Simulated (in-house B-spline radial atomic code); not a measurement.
The numbers below are computed, except where a source is named.
# Te in an electron gas of r_s = 2.67: phase shifts, screening, friction and resistivity

A nucleus sits in a uniform electron gas with a rigid positive background. The Kohn-Sham equations are solved self-consistently in the spin-unpolarised LDA (PW92), non-relativistic, on B-splines with outgoing waves at the boundary and partial waves to l = 8. The model has no lattice, no bands and no magnetic solution. Atomic units; δ_l are the phase shifts at the Fermi level, counted so that each bound state adds π, and good to about 0.0005.

The density parameter is r_s = 2.67 bohr, near that of the valence electrons of Cu (1 per atom, density 8.96 g/cm³, mass 63.55 u, which gives r_s = 2.67).

| l | δ_l (rad) |
| --- | --- |
| 0 | 13.9018 |
| 1 | 11.2735 |
| 2 | 6.7050 |
| 3 | 0.0560 |
| 4 | 0.0047 |
| 5 | 0.0007 |
| 6 | 0.0001 |
| 7 | 0.0003 |
| 8 | 0.0002 |

Bound levels below the band bottom (hartree): s -5.254, p -3.782, d -1.294, s -0.2538, p -0.002281 and deeper ones.

(1) Check the Friedel sum rule, and say where the screening charge sits.

(2) Find the transport cross section and the electronic stopping of a 5 keV Te ion (mass 127.6 u).

(3) What residual resistivity would 1 atomic per cent of such centres give in Cu?

(4) On a substitutional site the background of one host ion, a sphere holding 1 charge, is taken out. The phase shifts for l = 0 to 4 become 13.7812, 11.0716, 6.5557, 0.0427, 0.0042. What follows?

## Answers

(1) k_F = (9π/4)^(1/3)/r_s = 0.71879. The rule is Z = (2/π) Σ (2l + 1) δ_l. The terms are s 8.850, p 21.531, d 21.343, f 0.250 and 0.038 beyond, in all 52.011 against Z = 52. Bound states hold 10 s, 24 p, 20 d electrons, so the scattering states carry -1.99 in all; where a term is smaller than its bound count, the bound level has drawn weight out of the band.

(2) σ_tr = (4π/k_F²) Σ (l + 1) sin²(δ_l − δ_(l+1)). The terms for l = 0 to 3 are 0.2411, 1.9589, 0.3839, 0.0105, all together 2.5945, so σ_tr = 24.323 × 2.5945 = 63.104 bohr². With n = 3/(4π r_s³) = 0.01254, the friction coefficient is Q = n k_F σ_tr = 0.5689. For v well below v_F = 0.719, dE/dx = Q v; with 24801 eV per u at v = 1, v = √(5000/(24801 × 127.6)) = 0.0397, so dE/dx = 0.02261 hartree/bohr = 11.6 eV/nm. The largest term couples the p and d waves.

(3) Δρ = k_F n_i σ_tr/n in atomic units of 21.74 μΩ·cm. With one host atom per 1 electron, n_i/n = 0.01/1, so Δρ = 0.7188 × 0.01000 × 63.104 × 21.74 = 9.86 μΩ·cm. This is an atom added to the gas, as on an interstitial site.

(4) The Friedel sum is now 51.01, for Z − 1 = 51. The sum in σ_tr is 2.2607, so σ_tr = 54.99 bohr² and Δρ = 8.59 μΩ·cm per atomic per cent, 0.87 times the value above. A real host ion scatters too, so this model doesn't give zero even for the host's own atom.
